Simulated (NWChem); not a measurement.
System: CH6OSi; SMILES CO[SiH3]

The following NWChem deck was run.

```
start job
memory heap 200 mb stack 900 mb global 1100 mb
geometry units angstroms noautosym nocenter noautoz
  Si     0.025673     1.036899     0.000332
  O     -0.604153    -0.499813    -0.000107
  C      0.219541    -1.655277     0.000469
  H     -1.130405     1.963661     0.000204
  H      0.870525     1.283339     1.206030
  H      0.871166     1.283962    -1.204791
  H      0.860856    -1.695948     0.892558
  H     -0.431125    -2.534808     0.002065
  H      0.859182    -1.697884    -0.892724
end
basis spherical
  * library def2-svpd
end
dft
  xc b3lyp
  iterations 150
end
property
  response 1 0.0
end
task dft property
```

Geometry: optimised at B3LYP/6-31G* (spherical d). B3LYP is NWChem's, with the RPA form of VWN correlation.

Static field.

### Question
Give the results of this calculation. (B3LYP/def2-SVPD.) Quantities: isotropic polarisability (bohr³); anisotropy (bohr³).

### Answer
| Property | Result |
|---|---|
| isotropic polarisability (bohr³) | 45.8 |
| anisotropy (bohr³) | 8.9 |
